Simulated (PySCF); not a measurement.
Isomers of C3H11ClOSi3.

All values: PBE0/pcSseg-1 (PySCF) at GFN2-xTB geometries, gas phase, one conformer each.

(1) Rank by LUMO energy, lowest first.
A. `[SiH3:1]/[CH:2]=[C:3](\[SiH3:4])[O:5][SiH2:6][CH2:7][Cl:8]` with C2–C3–O5–Si6 -1°, C3–O5–Si6–C7 180°, O5–Si6–C7–Cl8 180°
B. `[SiH3:1][CH2:2][C@@H:3]1[CH2:4][SiH2:5][O:6][Si@@H:7]1[Cl:8]` with Si1–C2–C3–C4 -170°, C2–C3–C4–Si5 -158°, C3–C4–Si5–O6 24°, C4–Si5–O6–Si7 -7°, Si5–O6–Si7–Cl8 109°
C. `[CH3:1][C:2](=[O:3])[Si:4]([SiH3:5])([SiH3:6])[CH2:7][Cl:8]` with C1–C2–Si4–Si5 -65°, C2–Si4–C7–Cl8 -178°

(2) Rank by HOMO energy, highest first.
A. `[CH3:1][C:2](=[O:3])[Si:4]([SiH3:5])([SiH3:6])[CH2:7][Cl:8]` with C1–C2–Si4–Si5 -65°, C2–Si4–C7–Cl8 -178°
B. `[SiH3:1]/[CH:2]=[C:3](\[SiH3:4])[O:5][SiH2:6][CH2:7][Cl:8]` with C2–C3–O5–Si6 -1°, C3–O5–Si6–C7 180°, O5–Si6–C7–Cl8 180°
C. `[CH2:1]=[C:2]([Cl:3])[SiH2:4][O:5][SiH2:6][SiH2:7][CH3:8]` with C1–C2–Si4–O5 -125°, O5–Si6–Si7–C8 -169°
D. `[SiH3:1][CH2:2][C@@H:3]1[CH2:4][SiH2:5][O:6][Si@@H:7]1[Cl:8]` with Si1–C2–C3–C4 -170°, C2–C3–C4–Si5 -158°, C3–C4–Si5–O6 24°, C4–Si5–O6–Si7 -7°, Si5–O6–Si7–Cl8 109°

(3) Rank by the highest IAO charge on any atom, lowest value first.
A. `[CH2:1]=[C:2]([Cl:3])[SiH2:4][O:5][SiH2:6][SiH2:7][CH3:8]` with C1–C2–Si4–O5 -125°, O5–Si6–Si7–C8 -169°
B. `[SiH3:1][CH2:2][C@@H:3]1[CH2:4][SiH2:5][O:6][Si@@H:7]1[Cl:8]` with Si1–C2–C3–C4 -170°, C2–C3–C4–Si5 -158°, C3–C4–Si5–O6 24°, C4–Si5–O6–Si7 -7°, Si5–O6–Si7–Cl8 109°
C. `[SiH3:1]/[CH:2]=[C:3](\[SiH3:4])[O:5][SiH2:6][CH2:7][Cl:8]` with C2–C3–O5–Si6 -1°, C3–O5–Si6–C7 180°, O5–Si6–C7–Cl8 180°
D. `[CH3:1][C:2](=[O:3])[Si:4]([SiH3:5])([SiH3:6])[CH2:7][Cl:8]` with C1–C2–Si4–Si5 -65°, C2–Si4–C7–Cl8 -178°

## Answers

(1) C (-1.35 eV), A (-0.76 eV), B (0.24 eV).

(2) A (-6.96 eV), B (-7.41 eV), C (-7.67 eV), D (-8.25 eV).

(3) D (+0.385 e), C (+1.009 e), A (+1.031 e), B (+1.107 e).

All values together:

```tsv
SMILES	μ (D)	HOMO (eV)	LUMO (eV)	lowest IAO charge (e)	highest IAO charge (e)	lowest Hirshfeld charge (e)	highest Hirshfeld charge (e)
C=C(Cl)[SiH2]O[SiH2][SiH2]C	0.96	-7.67	-0.81	-0.888 (O)	+1.031 (Si)	-0.305 (O)	+0.396 (Si)
[SiH3]/C=C(\[SiH3])O[SiH2]CCl	1.68	-7.41	-0.76	-0.596 (O)	+1.009 (Si)	-0.193 (O)	+0.391 (Si)
[SiH3]C[C@@H]1C[SiH2]O[Si@@H]1Cl	2.53	-8.25	0.24	-0.886 (O)	+1.107 (Si)	-0.318 (O)	+0.411 (Si)
CC(=O)[Si]([SiH3])([SiH3])CCl	2.47	-6.96	-1.35	-0.493 (C)	+0.385 (Si)	-0.215 (O)	+0.213 (Si)
```

Conformers: `[CH2:1]=[C:2]([Cl:3])[SiH2:4][O:5][SiH2:6][SiH2:7][CH3:8]` with C1–C2–Si4–O5 -125°, O5–Si6–Si7–C8 -169°; `[SiH3:1]/[CH:2]=[C:3](\[SiH3:4])[O:5][SiH2:6][CH2:7][Cl:8]` with C2–C3–O5–Si6 -1°, C3–O5–Si6–C7 180°, O5–Si6–C7–Cl8 180°; `[SiH3:1][CH2:2][C@@H:3]1[CH2:4][SiH2:5][O:6][Si@@H:7]1[Cl:8]` with Si1–C2–C3–C4 -170°, C2–C3–C4–Si5 -158°, C3–C4–Si5–O6 24°, C4–Si5–O6–Si7 -7°, Si5–O6–Si7–Cl8 109°; `[CH3:1][C:2](=[O:3])[Si:4]([SiH3:5])([SiH3:6])[CH2:7][Cl:8]` with C1–C2–Si4–Si5 -65°, C2–Si4–C7–Cl8 -178°.
